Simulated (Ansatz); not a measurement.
The cluster B₈N⁺. Charge 1, multiplicity 1. Geometry PBE0-D4/def2-SVP; atoms count from 1.

```xyz
9

N    -0.853   -0.311    2.108
B     1.012   -0.829   -0.086
B     1.595   -0.443   -1.882
B    -1.626    0.618    1.577
B     2.190   -1.444   -0.896
B     0.062   -0.665    1.234
B    -1.853    1.476    0.250
B    -0.894    1.234   -0.933
B     0.367    0.364   -1.373
```

The restricted singlet is unstable towards broken spin symmetry in Hartree–Fock (as tested in another run); at PBE0-D4/def2-TZVP this wasn't settled. Another isomer (singlet) lies 2.76 eV lower at PBE0-D4/def2-TZVP; other spin states weren't run for this one.

(1) Estimate the Mulliken populations from the PBE0/def2-TZVP orbitals of Ansatz.

(2) And the Mayer bond orders between heavy atoms (over 0.3)?

Results:

(1) 
| atom | charge (e) |
| --- | --- |
| N1 | 0.21 |
| B2 | -0.07 |
| B3 | 0.16 |
| B4 | 0.10 |
| B5 | 0.38 |
| B6 | -0.02 |
| B7 | 0.15 |
| B8 | 0.02 |
| B9 | 0.07 |
Mulliken values depend strongly on the basis.

(2) N1–B4 1.66 (1.32 Å); N1–B6 1.71 (1.31 Å); B2–B3 0.69 (1.93 Å); B2–B5 1.21 (1.56 Å); B2–B6 1.18 (1.63 Å); B2–B9 0.60 (1.87 Å); B3–B5 1.36 (1.53 Å); B3–B9 1.11 (1.56 Å); B4–B7 1.19 (1.60 Å); B7–B8 1.59 (1.54 Å); B8–B9 1.14 (1.59 Å).
